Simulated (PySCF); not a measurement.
PySCF job for C4H5NSi, SMILES C#C[SiH](N)C#C, TDDFT-LC-ωPBE/def2-SVPD. Geometry: B3LYP-D3(BJ)/def2-SVP. This is a generated structure with no PubChem entry under its InChIKey; it may be hypothetical. The values are those of a single conformer.

```python
import numpy as np
from pyscf import gto, scf, dft, tdscf

mol = gto.M(
    atom='''
    C     2.62042147   -0.32060759   -0.77785311
    C     1.53657555   -0.25942543   -0.22777923
    Si   -0.09951399   -0.15653138    0.59871436
    N    -0.82107199   -1.72381570    0.55350657
    C    -1.05454257    1.16958050   -0.25983756
    C    -1.71351962    2.02998948   -0.81592479
    H     3.57869313   -0.37474577   -1.26165178
    H     0.04389369    0.24210881    2.02158955
    H    -0.87431647   -2.21712080   -0.33335063
    H    -1.65022419   -1.90040335    1.11367988
    H    -2.29095516    2.79108843   -1.30844614
    ''',
    basis='def2-SVPD',
    charge=0,
    spin=0,
    max_memory=1600,
    verbose=4,
)
mf = dft.RKS(mol, xc='lc_wpbe').density_fit(auxbasis='def2-universal-jkfit')
mf.grids.level = 3
mf.conv_tol = 1e-9
mf.max_cycle = 100
mf.kernel()
mf.grids = dft.Grids(mol).set(level=1).build(with_non0tab=True)  # coarser grid for the response kernel
td = tdscf.TDDFT(mf)
td.singlet = True
td.nstates = 10
td.conv_tol = 1e-4
td.positive_eig_threshold = 1e-6
td.kernel(x0=td.get_init_guess(mf, 15))
td.analyze()
tt = tdscf.TDA(mf)
tt.singlet = False
tt.nstates = 4
tt.conv_tol = 1e-4
tt.positive_eig_threshold = 1e-6
tt.kernel(x0=tt.get_init_guess(mf, 9))
tt.analyze(verbose=3)
```

It prints:

```
PySCF version 2.14.0

[INPUT] verbose = 4
[INPUT] num. atoms = 11
[INPUT] num. electrons = 50
[INPUT] charge = 0
[INPUT] spin (= nelec alpha-beta = 2S) = 0
[INPUT] symmetry False subgroup None
[INPUT] Mole.unit = angstrom
[INPUT] Symbol           X                Y                Z      unit          X                Y                Z       unit  Magmom
[INPUT]  1 C      2.620421470000  -0.320607590000  -0.777853110000 AA    4.951878909230  -0.605860538557  -1.469929343041 Bohr   0.0
[INPUT]  2 C      1.536575550000  -0.259425430000  -0.227779230000 AA    2.903706959203  -0.490243012448  -0.430440361564 Bohr   0.0
[INPUT]  3 Si    -0.099513990000  -0.156531380000   0.598714360000 AA   -0.188054186663  -0.295801438100   1.131406167244 Bohr   0.0
[INPUT]  4 N     -0.821071990000  -1.723815700000   0.553506570000 AA   -1.551601189652  -3.257539562225   1.045975825447 Bohr   0.0
[INPUT]  5 C     -1.054542570000   1.169580500000  -0.259837560000 AA   -1.992796643995   2.210186825632  -0.491021825275 Bohr   0.0
[INPUT]  6 C     -1.713519620000   2.029989480000  -0.815924790000 AA   -3.238082790869   3.836124152948  -1.541874391343 Bohr   0.0
[INPUT]  7 H      3.578693130000  -0.374745770000  -1.261651780000 AA    6.762749899563  -0.708166871639  -2.384176328770 Bohr   0.0
[INPUT]  8 H      0.043893690000   0.242108810000   2.021589550000 AA    0.082947052697   0.457519343244   3.820250585783 Bohr   0.0
[INPUT]  9 H     -0.874316470000  -2.217120800000  -0.333350630000 AA   -1.652218674497  -4.189751097077  -0.629941394151 Bohr   0.0
[INPUT] 10 H     -1.650224190000  -1.900403350000   1.113679880000 AA   -3.118471763232  -3.591241857706   2.104549963638 Bohr   0.0
[INPUT] 11 H     -2.290955160000   2.791088430000  -1.308446140000 AA   -4.329277816059   5.274392722142  -2.472604853344 Bohr   0.0

nuclear repulsion = 232.595778639915
number of shells = 70
number of NR pGTOs = 242
number of NR cGTOs = 164
basis = def2-SVPD
ecp = {}


[settings echo left out]
init E= -499.626753194944
  HOMO = -0.324842759403708  LUMO = -0.0396060373734963  gap/eV = 7.76169
cycle= 1 E= -499.039207246531  delta_E= 0.588  |g|= 0.444  |ddm|= 8.46
  HOMO = -0.334332404405104  LUMO = 0.0627723395792579  gap/eV = 10.80577
cycle= 2 E= -499.075565611807  delta_E= -0.0364  |g|= 0.301  |ddm|= 1.81
  HOMO = -0.393494119601735  LUMO = 0.0512587055284963  gap/eV = 12.10234
cycle= 3 E= -499.094492975213  delta_E= -0.0189  |g|= 0.082  |ddm|= 0.612
  HOMO = -0.386572048100016  LUMO = 0.0555681444227374  gap/eV = 12.03125
cycle= 4 E= -499.095992576017  delta_E= -0.0015  |g|= 0.0363  |ddm|= 0.331
  HOMO = -0.385226839030105  LUMO = 0.0560180535675547  gap/eV = 12.00689
cycle= 5 E= -499.096312870166  delta_E= -0.00032  |g|= 0.011  |ddm|= 0.125
  HOMO = -0.386250814467239  LUMO = 0.0562302330460129  gap/eV = 12.04052
cycle= 6 E= -499.096342919185  delta_E= -3e-05  |g|= 0.00201  |ddm|= 0.0379
  HOMO = -0.386311721613449  LUMO = 0.0560779510639562  gap/eV = 12.03804
cycle= 7 E= -499.096344559108  delta_E= -1.64e-06  |g|= 0.00043  |ddm|= 0.012
  HOMO = -0.386327965789204  LUMO = 0.0561069005025017  gap/eV = 12.03927
cycle= 8 E= -499.096344668126  delta_E= -1.09e-07  |g|= 0.00023  |ddm|= 0.00289
  HOMO = -0.386333836792897  LUMO = 0.0561069228009554  gap/eV = 12.03943
cycle= 9 E= -499.096344687539  delta_E= -1.94e-08  |g|= 0.000104  |ddm|= 0.000792
  HOMO = -0.38633744566289  LUMO = 0.0561050094464828  gap/eV = 12.03947
cycle= 10 E= -499.096344714832  delta_E= -2.73e-08  |g|= 2.58e-05  |ddm|= 0.000415
  HOMO = -0.386338031171811  LUMO = 0.0561052297232751  gap/eV = 12.03949
cycle= 11 E= -499.096344715941  delta_E= -1.11e-09  |g|= 9.01e-06  |ddm|= 0.00011
  HOMO = -0.386337300506855  LUMO = 0.0561052382074347  gap/eV = 12.03947
cycle= 12 E= -499.096344716062  delta_E= -1.21e-10  |g|= 3.92e-06  |ddm|= 3.75e-05
  HOMO = -0.386338360329843  LUMO = 0.0561050021850473  gap/eV = 12.03950
Extra cycle  E= -499.096344716068  delta_E= -6.03e-12  |g|= 3.78e-06  |ddm|= 1.48e-05
converged SCF energy = -499.096344716068
tot grids = 44616
Overwritten attributes  positive_eig_threshold  of <class 'pyscf.tdscf.rks.TDDFT'>


******** <class 'pyscf.tdscf.rks.TDDFT'> for <class 'pyscf.df.df_jk.DFRKS'> ********
nstates = 10 singlet
deg_eia_thresh = 1.000e-03
wfnsym = None
conv_tol = 0.0001
eigh lindep = 1e-12
eigh level_shift = 0
eigh max_cycle = 100


Excitation energies (eV)
[5.92717484 6.01766468 6.28177005 6.28401543 6.39433651 6.4420234
 6.99180208 7.86769358 8.26920759 8.49991019]

** Singlet excitation energies and oscillator strengths **
Excited State   1:      5.92717 eV    209.18 nm  f=0.0002
      21 -> 29       -0.20432
      21 -> 32       -0.14327
      22 -> 27       -0.21622
      23 -> 26        0.11460
      23 -> 32        0.18278
      24 -> 26       -0.41328
      24 -> 28        0.13621
      25 -> 26       -0.17059
      25 -> 27       -0.18530
Excited State   2:      6.01766 eV    206.03 nm  f=0.0003
      21 -> 26        0.21870
      21 -> 27        0.17616
      21 -> 28       -0.10294
      22 -> 26        0.14485
      22 -> 29        0.14166
      22 -> 32       -0.10240
      23 -> 26       -0.30520
      23 -> 27        0.18920
      24 -> 27        0.19197
      24 -> 29        0.11618
      24 -> 32        0.25151
      25 -> 29        0.14930
Excited State   3:      6.28177 eV    197.37 nm  f=0.0011
      21 -> 27        0.14091
      21 -> 29       -0.12272
      21 -> 32        0.14815
      22 -> 27       -0.32031
      23 -> 29       -0.18608
      24 -> 26        0.25008
      24 -> 29       -0.17208
      25 -> 26        0.12012
      25 -> 27       -0.32310
Excited State   4:      6.28402 eV    197.30 nm  f=0.0016
      21 -> 26        0.15677
      21 -> 29       -0.18344
      22 -> 26       -0.22272
      22 -> 27        0.13927
      23 -> 32       -0.22774
      24 -> 27       -0.34050
      25 -> 26       -0.28990
      25 -> 29        0.10137
Excited State   5:      6.39434 eV    193.90 nm  f=0.0028
      21 -> 27       -0.30968
      22 -> 26       -0.14071
      22 -> 27       -0.12215
      22 -> 29       -0.15589
      22 -> 32       -0.15720
      23 -> 26       -0.32497
      23 -> 27        0.12899
      23 -> 32       -0.12226
      24 -> 26       -0.11978
      24 -> 29       -0.14078
      24 -> 32        0.11959
      25 -> 29       -0.20263
Excited State   6:      6.44202 eV    192.46 nm  f=0.0013
      21 -> 26        0.25178
      22 -> 26        0.14055
      22 -> 27       -0.19535
      22 -> 29       -0.21052
      22 -> 32        0.16574
      23 -> 27       -0.35971
      23 -> 29       -0.13785
      24 -> 27       -0.11844
      24 -> 29        0.12952
      24 -> 32        0.15235
      25 -> 32        0.14508
Excited State   7:      6.99180 eV    177.33 nm  f=0.0619
      21 -> 26       -0.19873
      22 -> 26        0.24528
      23 -> 26       -0.14374
      24 -> 26        0.17539
      25 -> 26       -0.51270
      25 -> 31        0.13765
      25 -> 33       -0.10423
Excited State   8:      7.86769 eV    157.59 nm  f=0.0025
      21 -> 27       -0.21068
      22 -> 27        0.25825
      23 -> 27       -0.20269
      24 -> 27        0.17920
      25 -> 27       -0.48314
      25 -> 39        0.10045
Excited State   9:      8.26921 eV    149.93 nm  f=0.0078
      21 -> 26       -0.10040
      23 -> 26       -0.13393
      25 -> 27        0.13991
      25 -> 28        0.43236
      25 -> 29        0.22578
      25 -> 31       -0.26282
      25 -> 33        0.14646
Excited State  10:      8.49991 eV    145.87 nm  f=0.0299
      22 -> 29        0.17277
      23 -> 29       -0.18314
      25 -> 28        0.19843
      25 -> 29       -0.49061
      25 -> 30       -0.10530
      25 -> 31       -0.11464
      25 -> 32        0.12212
      25 -> 33        0.10712
      25 -> 38       -0.11619

** Transition electric dipole moments (AU) **
state          X           Y           Z        Dip. S.      Osc.
  1        -0.0277      0.0217     -0.0117      0.0014      0.0002
  2        -0.0149     -0.0330      0.0295      0.0022      0.0003
  3         0.0641     -0.0566      0.0086      0.0074      0.0011
  4        -0.0243      0.0932     -0.0339      0.0104      0.0016
  5        -0.0682     -0.0786      0.0820      0.0176      0.0028
  6        -0.0241      0.0524      0.0707      0.0083      0.0013
  7        -0.3654      0.4385     -0.1879      0.3611      0.0619
  8         0.0238      0.0320      0.1064      0.0129      0.0025
  9        -0.0671     -0.1466      0.1122      0.0386      0.0078
 10         0.0295      0.3751     -0.0453      0.1436      0.0299

** Transition velocity dipole moments (imaginary part, AU) **
state          X           Y           Z        Dip. S.      Osc.
  1        -0.0058      0.0044     -0.0027      0.0001      0.0002
  2        -0.0035     -0.0075      0.0064      0.0001      0.0003
  3         0.0147     -0.0132      0.0017      0.0004      0.0011
  4        -0.0050      0.0219     -0.0075      0.0006      0.0016
  5        -0.0165     -0.0193      0.0196      0.0010      0.0029
  6        -0.0053      0.0131      0.0177      0.0005      0.0014
  7        -0.0938      0.1146     -0.0483      0.0243      0.0630
  8         0.0048      0.0100      0.0317      0.0011      0.0026
  9        -0.0189     -0.0488      0.0369      0.0041      0.0090
 10         0.0079      0.1185     -0.0164      0.0144      0.0307

** Transition magnetic dipole moments (imaginary part, AU) **
state          X           Y           Z
  1        -0.0196      0.1123     -0.0919
  2        -0.1869      0.0867      0.0015
  3        -0.0426     -0.0700     -0.0787
  4        -0.0730      0.0151      0.0678
  5        -0.0175      0.0394     -0.0017
  6         0.0296      0.0123      0.0315
  7        -0.3206      0.3475      0.7096
  8        -0.2839     -0.0620     -0.3732
  9        -0.1689     -0.1310     -0.5963
 10         0.6380      0.2281     -0.7150
Overwritten attributes  positive_eig_threshold  of <class 'pyscf.tdscf.rks.TDA'>


******** <class 'pyscf.tdscf.rks.TDA'> for <class 'pyscf.df.df_jk.DFRKS'> ********
nstates = 4 triplet
deg_eia_thresh = 1.000e-03
wfnsym = None
conv_tol = 0.0001
eigh lindep = 1e-12
eigh level_shift = 0
eigh max_cycle = 100


Excitation energies (eV)
[4.73214991 4.78718094 5.24473429 5.25837312]

** Triplet excitation energies and oscillator strengths **
Excited State   1:      4.73215 eV    262.00 nm  f=0.0000
Excited State   2:      4.78718 eV    258.99 nm  f=0.0000
Excited State   3:      5.24473 eV    236.40 nm  f=0.0000
Excited State   4:      5.25837 eV    235.78 nm  f=0.0000
```

The run converged.

Cost: very roughly 6 core-minutes.
